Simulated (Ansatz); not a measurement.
One change: `B[Si](F)(F)F` becomes `F[Si](F)(F)I`.

Ansatz, PBE0-D4/def2-TZVP geometries, multiplicity 1. 

Elements past krypton have def2 core potentials.

| property | `B[Si](F)(F)F` |
| --- | --- |
| size of the dipole moment (ωB97M-V/def2-TZVPP) / D | 2.03 |
| LUMO energy (B3LYP/def2-TZVPP) / eV | -3.48 |
| HOMO–LUMO gap (B3LYP/def2-TZVPP) / eV | 5.91 |
| size of the dipole moment (PBE/def2-TZVPP) / D | 1.91 |
| HOMO–LUMO gap (PBE/def2-TZVPP) / eV | 3.87 |
| HOMO–LUMO gap (ωB97M-V/def2-TZVPP) / eV | 10.57 |

(1) Give the same properties after the change, and the shifts. (An estimate is asked.)

Answers

(1) The calculation gave: 
```
                                          property  `F[Si](F)(F)I`  shift
size of the dipole moment (ωB97M-V/def2-TZVPP) / D            1.14  -0.89
               LUMO energy (B3LYP/def2-TZVPP) / eV           -1.01   2.47
             HOMO–LUMO gap (B3LYP/def2-TZVPP) / eV            7.32   1.41
    size of the dipole moment (PBE/def2-TZVPP) / D            1.14  -0.77
               HOMO–LUMO gap (PBE/def2-TZVPP) / eV            5.74   1.87
           HOMO–LUMO gap (ωB97M-V/def2-TZVPP) / eV           11.97   1.40
```

With PBE0 the HOMO rises by 0.98 eV and the LUMO rises by 2.52 eV, so the gap widens by about 1.54 eV. PBE moves the HOMO by 0.76 eV and ωB97M-V by 1.05 eV. Dipoles are sizes alone; their direction can turn.

B3LYP here is the variant with VWN-RPA as its local correlation; programs differ in this.

Spin–orbit coupling is left out; it splits and shifts lone-pair levels of the heavy atoms by tenths of an eV.
